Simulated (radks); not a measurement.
Initial-state core-level shifts of the indium ion In2+ when its valence configuration changes from [Kr] 4d10 5s1. All-electron calculation, Dirac Kohn-Sham, BLYP, spin-unpolarised, spherical densities, point nucleus; open shells fill j = l - 1/2 first. Program: a radial shooting solver on a logarithmic mesh with Libxc functionals. Shifts are changes of the shell-averaged eigenvalues in eV (positive: less bound).

4d9 5s1 5p1: 2s -7.897; 2p -7.871; 3s -7.698; 4p -6.665
4d8 5s1 5p2: 2s -16.110; 2p -16.054; 3s -15.637; 4p -13.334
4d9 5p2: 2s -9.115; 2p -9.085; 3s -8.937; 4p -7.886
4d9 5s2: 2s -6.638; 2p -6.616; 3s -6.419; 4p -5.404
4d8 5s1.5 5p1.5: 2s -15.521; 2p -15.467; 3s -15.038; 4p -12.750
4d9.5 5s1.5: 2s -3.265; 2p -3.254; 3s -3.164; 4p -2.682
4d10 5p1: 2s -1.291; 2p -1.288; 3s -1.312; 4p -1.310
4d9.5 5p1.5: 2s -5.162; 2p -5.145; 3s -5.092; 4p -4.595
4d8 5s2 5p1: 2s -14.922; 2p -14.872; 3s -14.430; 4p -12.158
